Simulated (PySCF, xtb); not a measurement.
SiCl₂, SMILES Cl[Si]Cl (connectivity only; charge and spin as stated), neutral, multiplicity 1.

GFN2-xTB run with xtb at its own geometry gives an orbital gap of 2.75 eV and a dipole moment of 0.12 D.

Geometry: PBE0-D3(BJ)/def2-TZVP. The isomer is the one that the SMILES or the coordinates give; other isomers of the formula were not compared.

Q: What does ωB97X/def2-TZVPD run with PySCF give? (An estimate is asked for; the answer gives what the named calculation found.)

A: gap 9.19 eV (levels -10.02 and -0.83 eV), dipole 0.92 D.
